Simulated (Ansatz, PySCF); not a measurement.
Gas-phase reaction in SMILES: c1cnccn1 [pyrazine] + 4 C (CH4) + 2 N (NH3) -> C=C (C2H4) [ethene] + 2 C=N (CH3N) + CC (C2H6) [ethane] + 2 CN (CH5N) [methanamine]
Each molecule is optimised on its own at B3LYP-D3(BJ)/def2-TZVP (Ansatz, an electronic-structure program). Unstable Hartree-Fock reference: c1cnccn1.

Quantity: bond separation energy (enthalpy at 298 K, with B3LYP-D3(BJ) rigid-rotor harmonic-oscillator terms from PySCF), in kcal/mol. Valence correlation only, unless marked. Spin-orbit coupling is left out. Non-relativistic. Basis-set limits of correlation are two-point, X^-3; Hartree-Fock from the larger set. [CCSD(T)-MP2]/basis is that difference in the basis named.

```
level          program  bond separation energy (kcal/mol)
-------------  -------  ---------------------------------
HF/cc-pVTZ      Ansatz                               61.8
RI-HF/cc-pVQZ   Ansatz                               61.3
```

Task: Estimate the value at RI-MP2/CBS(cc-pVTZ,cc-pVQZ)+[CCSD(T)-MP2]/cc-pVTZ as computed with Ansatz.

Result: 67.8 kcal/mol, so RI-HF/cc-pVQZ differs from it by -6.5 kcal/mol.
